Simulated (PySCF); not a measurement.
Job file and geometry (Å, from GFN2-xTB) of an NMR shielding run on SMILES CSCC/C=C/[SiH3], C₅H₁₂SSi, GIAO PBE0/pcSseg-1 NMR shielding, non-relativistic, gas phase (PySCF 2.14.0, density-fitted response routines); density fitting, a coarse starting grid and PySCF grid level 2 are the driver's defaults:

```
$ OMP_NUM_THREADS=1 python probes_run.py task.json out

{"job": {"kind": "nmr", "xc": "PBE0", "basis": "pcSseg-1"}, "charge": 0, "multiplicity": 1}
C     -3.621219     0.667883    -0.458278
S     -2.957263    -0.990845    -0.135942
C     -1.240692    -0.769196    -0.705640
C     -0.407838     0.105112     0.226632
C      1.014348     0.152367    -0.237136
C      2.067302    -0.196799     0.489636
Si     3.849035    -0.147067    -0.101109
H     -4.693367     0.606789    -0.304838
H     -3.192154     1.385817     0.234926
H     -3.408737     0.948133    -1.486279
H     -0.829240    -1.777518    -0.748545
H     -1.274820    -0.356915    -1.715342
H     -0.464451    -0.291623     1.242421
H     -0.817191     1.120286     0.231138
H      1.149384     0.495838    -1.255718
H      1.889564    -0.533604     1.505337
H      4.440724    -1.478442     0.057184
H      4.602357     0.815294     0.708193
H      3.884456     0.253739    -1.508610
```

Q: What does the program print?

A: 
```
coarse grid: 16120 points
cycle   1  E = -884.7634647647  dE =  4.482e-01  |g| = 3.621e-01  |ddm| = 3.817e+00
cycle   2  E = -884.7643164404  dE = -8.517e-04  |g| = 3.665e-01  |ddm| = 7.459e-01
cycle   3  E = -884.8001230848  dE = -3.581e-02  |g| = 5.159e-02  |ddm| = 3.841e-01
cycle   4  E = -884.8006407374  dE = -5.177e-04  |g| = 3.026e-02  |ddm| = 7.979e-02
cycle   5  E = -884.8008581913  dE = -2.175e-04  |g| = 8.600e-03  |ddm| = 3.146e-02
cycle   6  E = -884.8008777223  dE = -1.953e-05  |g| = 2.210e-03  |ddm| = 1.251e-02
cycle   7  E = -884.8008787871  dE = -1.065e-06  |g| = 3.217e-04  |ddm| = 2.800e-03
final grid: 144176 points
cycle   8  E = -884.8455525030  dE = -3.313e-05  |g| = 9.120e-03  |ddm| = 2.933e-02
cycle   9  E = -884.8455391284  dE =  1.337e-05  |g| = 1.156e-02  |ddm| = 1.880e-02
cycle  10  E = -884.8455736014  dE = -3.447e-05  |g| = 1.070e-03  |ddm| = 1.163e-02
cycle  11  E = -884.8455738802  dE = -2.788e-07  |g| = 3.489e-04  |ddm| = 1.340e-03
cycle  12  E = -884.8455739105  dE = -3.036e-08  |g| = 7.305e-05  |ddm| = 3.390e-04
cycle  13  E = -884.8455739118  dE = -1.222e-09  |g| = 2.414e-05  |ddm| = 1.024e-04
cycle  14  E = -884.8455739119  dE = -1.428e-10  |g| = 5.378e-06  |ddm| = 2.672e-05
converged SCF energy = -884.8455739119

GIAO shielding tensors (ppm)
atom      isotropic    diamagn.    paramagn.     s11        s22        s33       span
  0 C      166.881     250.696     -83.815    146.917    166.073    187.652     40.735
  1 S      541.414    1055.537    -514.123    439.002    454.773    730.468    291.465
  2 C      146.555     249.141    -102.586    132.460    140.278    166.926     34.466
  3 C      142.427     249.877    -107.449    112.561    143.742    170.979     58.418
  4 C       27.523     257.879    -230.356    -99.936     38.443    144.061    243.997
  5 C       58.883     258.211    -199.328    -47.489     59.578    164.559    212.048
  6 Si     422.840     879.208    -456.369    383.990    418.263    466.266     82.276
  7 H       29.714      27.541       2.173     24.747     26.508     37.888     13.140
  8 H       29.215      31.078      -1.864     23.618     28.293     35.733     12.116
  9 H       29.968      29.848       0.120     25.363     27.494     37.045     11.682
 10 H       29.475      31.282      -1.807     23.850     29.347     35.228     11.378
 11 H       29.321      32.259      -2.938     23.790     29.785     34.390     10.600
 12 H       29.599      33.557      -3.957     25.283     30.289     33.226      7.943
 13 H       28.960      33.477      -4.518     24.214     30.910     31.755      7.542
 14 H       25.353      34.600      -9.246     21.780     23.835     30.446      8.666
 15 H       25.710      33.728      -8.018     23.184     24.578     29.367      6.184
 16 H       27.490      27.757      -0.267     24.419     25.642     32.411      7.991
 17 H       27.488      27.638      -0.149     24.390     25.530     32.546      8.156
 18 H       27.707      28.298      -0.591     24.615     26.924     31.582      6.967
```

Q: Turn these shieldings into chemical shifts. Chemical shifts δ = σref − σ; TMS for 13C (186.93 ppm), 29Si (349.16 ppm), 1H (31.72 ppm); 33S (503.73 ppm) vs CS2, all at this level.

A: Averaging equivalent atoms: C 4: 159.4; C 5: 128.0; C 3: 44.5; C 2: 40.4; C 0: 20.0; S 1: -38; Si 6: -73.7; H 14: 6.36; H 15: 6.01; H 16/17/18: 4.16; H 12/13: 2.44; H 10/11: 2.32; H 7/8/9: 2.08 ppm. 

Size and cost of the density-fitted run: 193 basis functions, 47 s wall time on 1 thread of an Arm Neoverse N1, shared host; peak memory 0.85 GiB.
